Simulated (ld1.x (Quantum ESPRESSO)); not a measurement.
## Transferability test, TM potential for Be (Z = 4)

Be, norm-conserving Troullier–Martins (Kleinman–Bylander form), made with ld1.x (Quantum ESPRESSO) 7.5 (LDA (PZ), scalar-relativistic). Core [He], reference 2s2 2p0. Waves: 2s (bound): rc 1.75 bohr; 2p (bound, empty): rc 3.95 bohr. Local part: all-electron potential smoothed inside 1.70 bohr (lloc = -1). Core correction: a·sin(br)/r model core inside 1.35 bohr.

Energies are relative to the spin-unpolarised reference configuration 2s2 2p0; without spin polarisation the order of configurations can differ from experiment. Spin-polarised rows fill each open shell by Hund’s rule, majority spin first.

(1) Give the all-electron excitation energy and the error of the potential for: 2s1 2p0; 2s1.5 2p0; 2s1 2p1; 2s0 2p1; 2s0 2p2; 2s1 2p0 (spin-polarised); 2s1.5 2p0 (spin-polarised).

Levels in the configuration 2s1.5 2p0 (spin-polarised):

```json
{"level": "2s up", "all-electron (eV)": "-9.750", "pseudo (eV)": "-9.749"}
{"level": "2s down", "all-electron (eV)": "-9.101", "pseudo (eV)": "-9.080"}
```

Results:

(1)

| valence configuration | charge | ΔE all-electron (eV) | error AE − PS (meV) |
| --- | --- | --- | --- |
| 2s1 2p0 | +1 | 9.520 | +12 |
| 2s1.5 2p0 | +0.5 | 3.752 | +2.0 |
| 2s1 2p1 | 0 | 3.519 | -14 |
| 2s0 2p1 | +1 | 13.334 | -128 |
| 2s0 2p2 | 0 | 7.071 | -55 |
| 2s1 2p0 (spin-polarised) | +1 | 9.044 | +26 |
| 2s1.5 2p0 (spin-polarised) | +0.5 | 3.671 | +4.5 |
